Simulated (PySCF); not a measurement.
Orbital picture of BeAs⁻

PBE0 at R = 2.076 Å; Be aug-pcseg-1, As aug-pcseg-1; no relativity (PySCF 2.14). State: ¹Σ⁺ (singlet), closed shell, a second solution, started from another occupation. Only the outer orbitals are listed, counted within each symmetry.

```
orbital  occ.  ε (eV)  on Be (%)            main shells (%)
     8σ     2   -9.31          6                    92 As s
     9σ     2   -2.21         44           50 As p, 41 Be s
     4π     2   -0.09         26           74 As p, 26 Be p
     4π     2   -0.09         26           74 As p, 26 Be p
    10σ     0    1.22         84  44 Be s, 40 Be p, 18 As p
```

Task: Which are the highest filled and the lowest empty level, where do they sit, and how wide is the gap?

Result: Highest filled 4π at -0.09 eV (in %: 74 As p, 26 Be p); lowest empty 10σ at 1.22 eV (in %: 44 Be s, 40 Be p, 18 As p); the gap at PBE0 is 1.31 eV. An empty level above zero is unbound, and its energy depends on the basis.

| Quantity | Value |
| --- | --- |
| bond order (Mayer) | 2.58 |
| ⟨S²⟩ | 0.000 |
| charge on Be (Mulliken, basis-dependent) | -0.02 |
| charge on Be (Löwdin, basis-dependent) | -0.16 |
| dipole moment (positive dipole points towards As; it is taken about the centre of mass and depends on that origin) | 0.09 D |
